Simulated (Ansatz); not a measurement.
Frontier orbitals of CH$_{3}$InOSe.

Z-matrix (Å, degrees):
```
In
C 1 2.199
Se 1 2.816 2 39.8
H 1 1.708 2 113.5 3 93.3
H 1 1.708 2 113.5 3 -93.3
O 2 1.312 1 150.2 3 180.0
H 6 0.966 2 109.3 1 0.0
```

Total charge 0; spin multiplicity 1. Correlated methods include outer-core shells of In, Se, which these sets cover unevenly. Scalar relativity is left out up to krypton. In: def2 effective core potential. The bonds changed during the relaxation, so this is another structure than the one it started from. All single points use the PBE0-D4/def2-TZVP geometry. It is one conformer, not always the lowest. Basis def2-TZVPP, Ansatz.

Orbital energies of one run (eV). Highest occupied ones, from the top: -6.78, -7.53, -8.37, -8.87, -11.28, -12.85, -12.90, -14.92, -17.95, -21.05, -21.48, -21.56, -21.61, -21.73. Empty: -1.80, -0.87, 0.17, 0.81, 1.11, 2.17.

(1) Which functional gave them?
A. r2SCAN0
B. revPBE
C. LC-ωPBE
D. LDA (SPW92)

## Answers

(1) A. HOMO energies: r2SCAN0 -6.78, revPBE -5.51, LC-ωPBE -9.09, LDA (SPW92) -5.78 eV.

LC-ωPBE has ω = 0.4 bohr⁻¹.
